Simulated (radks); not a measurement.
Ionisation of the boron ion B+, [He] 2s2, to [He] 2s1 as the strength of local exchange is varied. Method: non-relativistic Kohn-Sham, Slater X-alpha exchange (alpha = 2/3 is LDA exchange), no correlation, spin-unpolarised, spherical densities, point nucleus; computed with a radial shooting solver on a logarithmic mesh with Libxc functionals.

| alpha | E(B+) (hartree) | exchange (hartree) | IE (eV) | -e of the level emptied (eV) | <r> of it (bohr) |
|---|---|---|---|---|---|
| 0.616 | -23.55845 | -2.75805 | 23.439 | 17.581 (2s) | 1.826 |
| 0.651 | -23.71548 | -2.92662 | 23.842 | 17.973 (2s) | 1.812 |
| 0.667 | -23.78747 | -3.00410 | 24.028 | 18.153 (2s) | 1.806 |
| 0.835 | -24.55147 | -3.83371 | 26.020 | 20.099 (2s) | 1.747 |
| 0.89 | -24.80477 | -4.11168 | 26.690 | 20.757 (2s) | 1.728 |
| 0.896 | -24.83250 | -4.14219 | 26.764 | 20.829 (2s) | 1.726 |
| 0.927 | -24.97606 | -4.30044 | 27.145 | 21.205 (2s) | 1.716 |
| 0.932 | -24.99927 | -4.32606 | 27.207 | 21.266 (2s) | 1.714 |

NIST Atomic Spectra Database: 25.155 eV (measured). The Delta-SCF value meets it near alpha = 0.76. Spin polarisation and multiplet splitting are left out, so open shells lie too high by an amount that depends on their filling.

Beside tabulated values, note that spin-unpolarised runs miss the spin-polarisation part of the exchange energy of open shells.
